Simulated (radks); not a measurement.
Coherent X-ray form factor from a spherical all-electron density. All-electron calculation, non-relativistic Kohn-Sham, LDA (Slater exchange, Perdew-Wang correlation), spin-unpolarised, spherical densities, point nucleus. Program: a radial shooting solver on a logarithmic mesh with Libxc functionals.

sin(theta)/lambda (1/angstrom)  f0 (electrons)
0.05                                     6.906
0.1                                      6.637
0.15                                     6.226
0.2                                      5.719
0.25                                     5.166
0.3                                      4.610
0.4                                      3.608
0.5                                      2.842
0.6                                      2.313
0.8                                      1.740
1                                        1.482
1.25                                     1.287
1.5                                      1.119
2                                        0.808

The species is in the configuration that NIST lists as its ground one. Which atom or ion scatters so?

Answer. The fluorine ion F2+, [He] 2s2 2p3. Extrapolating in s^2 from the first two rows gives f0(0) = 7.0, near the electron count 7; among species with that count, the fall with angle is slower the higher Z, and the table is that of Z = 9; from so few rows the species is fixed only to a neighbour or two.
